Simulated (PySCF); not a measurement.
Si(Vi)(OH)2(OEt), C₄H₁₀O₃Si, SMILES O[Si](OCC)(O)C=C, GFN2-xTB optimised geometry.

```
18

C     -1.34    -3.03     1.69
C     -1.00    -1.76     1.55
Si    -0.22    -1.04     0.00
O      1.41    -1.04     0.00
O     -0.61    -1.91    -1.33
O     -0.74     0.49     0.00
C     -0.23     1.60    -0.69
C     -0.79     2.88    -0.09
H     -1.20    -3.74     0.89
H     -1.77    -3.43     2.59
H     -1.16    -1.09     2.39
H      1.88    -1.84    -0.24
H     -1.53    -2.03    -1.56
H     -0.51     1.52    -1.75
H      0.86     1.59    -0.63
H     -0.50     2.95     0.96
H     -1.88     2.87    -0.15
H     -0.40     3.74    -0.63
```

Density from PBE0/def2-SVP (PySCF 2.14.0) at that geometry.

Minimum of the electron density along straight lines between bonded atoms, close to the bond critical point (lines longer than 1.1 times the sum of covalent radii, or with two minima, are not listed):

| bond | length / Å | ρ at the minimum / e bohr⁻³ | ∇²ρ there / e bohr⁻⁵ | position (fraction from the first atom) |
|---|---|---|---|---|
| C1–C2 | 1.323 | 0.343 | -0.92 | 0.51 |
| C2–Si3 | 1.881 | 0.117 | 0.35 | 0.62 |
| Si3–O4 | 1.629 | 0.130 | 1.08 | 0.41 |
| Si3–O5 | 1.641 | 0.126 | 1.02 | 0.41 |
| Si3–O6 | 1.618 | 0.132 | 1.12 | 0.41 |
| O6–C7 | 1.407 | 0.250 | -0.27 | 0.66 |
| C7–C8 | 1.521 | 0.250 | -0.59 | 0.51 |
| C1–H9 | 1.079 | 0.283 | -1.08 | 0.63 |
| C1–H10 | 1.080 | 0.283 | -1.08 | 0.63 |
| C2–H11 | 1.081 | 0.279 | -1.04 | 0.63 |
| O4–H12 | 0.953 | 0.356 | -2.47 | 0.82 |
| O5–H13 | 0.953 | 0.358 | -2.45 | 0.82 |
| C7–H14 | 1.097 | 0.281 | -1.05 | 0.63 |
| C7–H15 | 1.094 | 0.283 | -1.08 | 0.63 |
| C8–H16 | 1.087 | 0.277 | -1.02 | 0.63 |
| C8–H17 | 1.087 | 0.277 | -1.02 | 0.63 |
| C8–H18 | 1.087 | 0.276 | -1.00 | 0.62 |
